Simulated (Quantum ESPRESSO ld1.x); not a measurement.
Bi LXIV, configuration [Ar] 3d2. All-electron calculation, scalar-relativistic Kohn-Sham, LDA (Slater exchange, VWN5 correlation), spin-polarised, spherical densities, point nucleus; open shells are filled with parallel spins first. Program: ld1.x of Quantum ESPRESSO 7.5.

Radial electron density D(r) = 4 pi r^2 rho(r):

```
   r/bohr * D(r) (the largest magnitude, 147, reaches the edge; | marks zero)
0.0006047 | *
0.0006709 |  *
0.0007504 |  *
0.0008327 |   *
0.0009314 |   *
 0.001033 |    *
 0.001156 |     *
 0.001283 |      *
 0.001435 |       *
 0.001592 |        *
 0.001781 |          *
 0.001976 |           *
  0.00221 |             *
 0.002452 |               *
 0.002721 |                 *
 0.003043 |                   *
 0.003377 |                      *
 0.003777 |                        *
 0.004191 |                           *
 0.004688 |                              *
 0.005201 |                                *
 0.005818 |                                   *
 0.006455 |                                     *
  0.00722 |                                       *
 0.008012 |                                         *
 0.008961 |                                          *
 0.009943 |                                          *
  0.01103 |                                          *
  0.01234 |                                          *
  0.01369 |                                         *
  0.01532 |                                       *
  0.01699 |                                      *
  0.01901 |                                     *
  0.02109 |                                     *
  0.02359 |                                      *
  0.02618 |                                        *
  0.02928 |                                           *
  0.03249 |                                              *
  0.03605 |                                                  *
  0.04032 |                                                     *
  0.04474 |                                                      *
  0.05004 |                                                     *
  0.05553 |                                                  *
  0.06211 |                                             *
  0.06892 |                                       *
  0.07709 |                                *
  0.08553 |                            *
  0.09567 |                         *
   0.1062 |                         *
   0.1187 |                           *
   0.1318 |                            *
   0.1462 |                             *
   0.1635 |                          *
   0.1814 |                      *
   0.2029 |                *
   0.2252 |           *
   0.2519 |      *
   0.2795 |  *
   0.3126 |*
   0.3469 |*
    0.388 *
   0.4305 *
   0.4815 *
   0.5343 *
```

D(r) has 3 maxima, at r = 0.0103, 0.0458, 0.142 bohr, and minima at 0.0204, 0.101 bohr, inside which lie 1.88, 10.73 electrons.
